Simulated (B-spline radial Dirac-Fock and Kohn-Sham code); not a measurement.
**Energy-loss ionisation edge O2 of Hf**

System: the Hf atom, configuration [Xe] 4f14 5d2 6s2. These are calculated numbers from a radial B-spline solver; the model is the first Born approximation with generalised oscillator strengths from a Dirac-Hartree-Slater potential (longitudinal and transverse terms; continuum final states only, so no white lines or fine structure). The edge is taken at 45.65 eV (orbital energy of the model).

Generalised oscillator strength df/dE of the whole subshell in 10⁻³ per eV, against momentum transfer:

| q (1/a₀) | 20 eV above | 50 eV above | 65 eV above | 200 eV above |
| --- | --- | --- | --- | --- |
| 0.0400 | 11.7 | 2.81 | 1.68 | 0.283 |
| 0.0695 | 11.8 | 2.84 | 1.70 | 0.283 |
| 0.121 | 12.0 | 2.93 | 1.75 | 0.284 |
| 0.210 | 12.7 | 3.20 | 1.90 | 0.286 |
| 0.365 | 14.5 | 4.00 | 2.36 | 0.292 |
| 0.634 | 18.9 | 6.41 | 3.82 | 0.315 |
| 1.10 | 23.8 | 12.8 | 8.46 | 0.413 |
| 1.91 | 13.2 | 16.9 | 15.9 | 1.18 |
| 3.33 | 1.88 | 3.61 | 4.76 | 7.41 |
| 5.78 | 0.00668 | 0.0274 | 0.0574 | 1.37 |
| 10.0 | 0.00234 | 0.00410 | 0.00473 | 0.00959 |
| 17.5 | 7.03e-05 | 0.000161 | 0.000195 | 0.000462 |
| 30.3 | 4.13e-06 | 7.26e-06 | 8.60e-06 | 1.98e-05 |

As q goes to zero the values tend to the optical oscillator strength. At 200 eV above the edge the largest value on this grid is at q = 3.33 per a₀; a free electron at rest would take up the loss of 246 eV at q = 4.25 per a₀, where the Bethe ridge forms once the loss is well above the edge energy.
